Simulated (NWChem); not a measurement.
System: CH$_{2}$N cation; SMILES C#[NH+]

The following NWChem deck was run.

```
start job
memory heap 200 mb stack 900 mb global 1100 mb
charge 1
geometry units angstroms noautosym nocenter noautoz
  C     -0.000289     0.595843     0.000000
  N      0.000538    -0.532715     0.000000
  H     -0.000787     1.678940     0.000000
  H      0.002959    -1.547745     0.000000
end
basis spherical
  C library 6-31+g*
  N library 6-31+g*
  H library 6-31+g*
end
dft
  xc pbe0
  iterations 150
end
property
  response 1 0.1139
end
task dft property
```

Structure relaxed at the PBE0-D3(BJ)/def2-TZVP level.

Field at 400 nm.

### Question
Predict the main results of this run. (PBE0/6-31+G* (spherical d).) Quantities: isotropic polarisability (bohr³); anisotropy (bohr³).

### Answer
```yaml
isotropic polarisability (bohr³): 11.3
anisotropy (bohr³): 12.4
```
